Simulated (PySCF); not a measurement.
A structure optimised at PBE-D3(BJ)/def2-TZVPD, used in a PySCF frequency run:

```
O
H 1 1.0176
H 1 1.0176 2 108.53
```
Charge +1, spin multiplicity 2.

Task: Write its SMILES, formula and point group.

Result: [OH2+], H2O, C2v

Task: What are its rotational constants (standard atomic weights)?

Result: 799.21, 367.45, 251.72 GHz
